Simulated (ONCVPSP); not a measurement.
**Configuration tests for fluorine (F) (ONCV)**

- Element: F (Z = 9)
- Generator: ONCVPSP 4.0.1
- Type: optimised norm-conserving Vanderbilt (ONCV)
- Functional: PBE
- Relativity: scalar-relativistic
- Frozen core: [He]
- Valence charge: 7
- Reference configuration: 2s2 2p3 (charge +2)
- Partial waves: 2s: rc 0.55 bohr, ncon 4, nbas 8, qcut 10.6 1/bohr, 1 projector; 2p: rc 1.45 bohr, ncon 4, nbas 8, qcut 9.5 1/bohr, 1 projector
- Local potential: polynomial inside 0.40 bohr (lpopt 5, dvloc0 0 Ha)
- Core correction: Teter function fitted to the true core (icmod 2), fcfact 0.5

Energies are relative to the spin-unpolarised reference configuration 2s2 2p3; without spin polarisation the order of configurations can differ from experiment.

Give the all-electron excitation energy and the error of the potential for: 2s2 2p5; 2s2 2p4; 2s2 2p2; 2s2 2p1.

| valence configuration | charge | ΔE all-electron (eV) | error AE − PS (meV) |
| --- | --- | --- | --- |
| 2s2 2p5 | 0 | -57.774 | +223 |
| 2s2 2p4 | +1 | -38.384 | +104 |
| 2s2 2p2 | +3 | 60.637 | +254 |
| 2s2 2p1 | +4 | 146.439 | +1453 |

Levels in the configuration 2s2 2p5:

```csv
level,all-electron (eV),pseudo (eV)
2s,-29.900,-29.699
2p,-11.112,-11.183
```
